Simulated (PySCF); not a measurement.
# Reading the logs of faulty runs: CFH4NSi

These are calculations, not measurements. The program is PySCF 2.14.0, an open-source quantum chemistry code, run on an isolated molecule that a program drew, which may never have been made. The molecule is CFH4NSi (charge 0, singlet), drawn as the SMILES string `NC[Si]F`.

Each row is a Hartree-Fock (HF) and frozen-core CCSD(T) single point in the cc-pV(D+d)Z basis, meant for a local HF minimum. Run 1 is clean. Each other run has one planted mistake out of seven kinds, and not every kind appears here: one electron removed, one electron added, multiplicity raised by two, geometry at a saddle point, minimal basis STO-3G, one bond length entered in bohr, all coordinates scaled. The reference is restricted for singlets and unrestricted otherwise, and also for a bond in bohr. Adding or removing an electron swaps singlet and doublet. Electrons count all cores. HOMO and LUMO are orbital energies over both spins, the gradient is its largest component, and the lowest frequency (negative if imaginary) is given only where the gradient is small. Bond lengths are over the 7 bonds as drawn. T1 is the CCSD diagnostic: over 0.02 (restricted) or 0.045 (unrestricted) a single reference is doubtful.

Geometry of the clean run:
```xyz
8
CFH4NSi, angstrom
N    -1.2318    1.7708   -0.3990
C    -1.2098    0.4249    0.1772
Si   -2.1953    0.0460    1.7693
F    -3.1950    1.3441    1.7311
H    -0.6683    2.3874    0.1624
H    -2.1649    2.1440   -0.3413
H    -1.6056   -0.2897   -0.5665
H    -0.1701    0.1011    0.3108
```

| run | electrons | basis functions | <S^2> | HOMO (eV) | LUMO (eV) | gradient (hartree/bohr) | lowest frequency (cm^-1) | mean bond (Å) | longest bond (Å) | T1 | HF (hartree) | CCSD(T) (hartree) | mistake |
|---|---|---|---|---|---|---|---|---|---|---|---|---|---|
| 1 | 40 | 85 | 0.000 | -8.70 | 1.09 | 5.0e-06 | 76 | 1.3183 | 1.910 | 0.0136 | -483.02596 | -483.66117 | no fault |
| 2 | 40 | 85 | 2.011 | -7.58 | 0.19 | 3.1e-02 | - | 1.3183 | 1.910 | 0.0234 | -482.97886 | -483.59412 | multiplicity raised by two |
| 3 | 39 | 85 | 0.800 | -15.31 | -6.31 | 7.3e-02 | - | 1.3183 | 1.910 | 0.0316 | -482.74373 | -483.36576 | one electron removed |
| 4 | 40 | 85 | 0.000 | -8.52 | 1.39 | 5.1e-02 | - | 1.2564 | 1.821 | 0.0125 | -483.00676 | -483.63331 | all coordinates scaled |
| 5 | 41 | 85 | 0.778 | -0.30 | 8.81 | 3.7e-02 | - | 1.3183 | 1.910 | 0.0138 | -483.01077 | -483.64643 | ? |

**Which mistake was planted in run 5, and what did it cost?**

It counts 41 electrons, one more than the clean run, at the same geometry and basis. So the mistake is: one electron added. Subtracting run 1 and multiplying by 627.51 kcal/mol a hartree, the energy moved by 9.5 kcal/mol in HF and 9.2 kcal/mol in CCSD(T).

Cautions from the logs. Run 5: the added electron raises the CCSD(T) energy, so it isn't bound in this basis.
